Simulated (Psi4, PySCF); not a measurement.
The Psi4 input:
```
memory 2 GB

molecule mol {
0 1
  C    -1.206386    0.785748   -0.411091
  C     0.027106    1.290884   -0.293763
  Si    1.213557   -0.072862    0.247381
  C    -0.238140   -1.278214    0.250744
  C    -1.352771   -0.632096   -0.110587
  H    -2.074203    1.359000   -0.708668
  H     0.246039    2.326892   -0.492070
  H     1.789556    0.148960    1.574571
  H     2.232005   -0.390415   -0.754786
  H    -0.234511   -2.327584    0.494420
  H    -2.327536   -1.094718   -0.188616
}

set basis sto-3g
set reference rhf
set freeze_core true
set mp2_type conv
set scf_type pk
set puream true
set d_convergence 1e-8

energy('ccsd(t)')
print_variables()
```

Q: Give the equivalent PySCF input.

A: Several could match; the one computed here: 
```python
from pyscf import gto, scf, cc

mol = gto.M(
    atom='''
C    -1.20638586    0.78574789   -0.41109095
C     0.02710569    1.29088450   -0.29376265
Si    1.21355663   -0.07286224    0.24738050
C    -0.23813991   -1.27821395    0.25074385
C    -1.35277056   -0.63209551   -0.11058672
H    -2.07420278    1.35899959   -0.70866783
H     0.24603893    2.32689193   -0.49207049
H     1.78955600    0.14895981    1.57457124
H     2.23200545   -0.39041535   -0.75478595
H    -0.23451069   -2.32758409    0.49442049
H    -2.32753594   -1.09471811   -0.18861565
''',
    basis='sto-3g',
    verbose=4,
)

mf = scf.RHF(mol)
mf.kernel()

mycc = cc.CCSD(mf, frozen=9)
mycc.kernel()
et = mycc.ccsd_t()
print('E(CCSD(T)) = %.10f' % (mycc.e_tot + et))
```

Both were run: Psi4 gave -439.012446 Eh and PySCF -439.012446 Eh, 0.000 mEh apart.
